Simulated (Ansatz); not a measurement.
Mulliken charges of C$_{2}$H$_{2}$N$_{2}$O$_{2}$Si, SMILES `O=C=N[SiH2]N=C=O` from B3LYP/def2-TZVPP in Ansatz (PBE0-D4/def2-TZVP geometry).

```
atom   x (Å)   y (Å)   z (Å)  charge (e)
  O1  -2.752  -0.383  -1.953      -0.198
  C2  -1.878  -0.607  -1.220       0.261
  N3  -0.990  -0.866  -0.465      -0.236
 Si4   0.374  -0.828   0.547       0.444
  N5   1.072   0.722   0.549      -0.236
  C6   1.333   1.872   0.364       0.261
  O7   1.612   2.989   0.204      -0.198
  H8   1.368  -1.791   0.035      -0.049
  H9  -0.050  -1.155   1.922      -0.049
```

Question: By hand: the dipole of these point charges (1 e Å = 4.8032 D).

Answer: Σ q r = (0.166, -0.375, 0.250) e Å, of length 0.480 e Å = 2.31 D.

Question: How does the dipole of the full density compare? (An estimate is asked.)

Answer: Ansatz gave: (0.158, -0.357, 0.238) e Å, 2.20 D; the point charges give 1.05 times that, at 0° from its direction.

Point charges leave out the atoms' own dipoles, such as those of lone pairs, and Mulliken's split depends on the basis, so the close match here is no proof of good charges.

B3LYP here is the variant with VWN-RPA as its local correlation; programs differ in this.
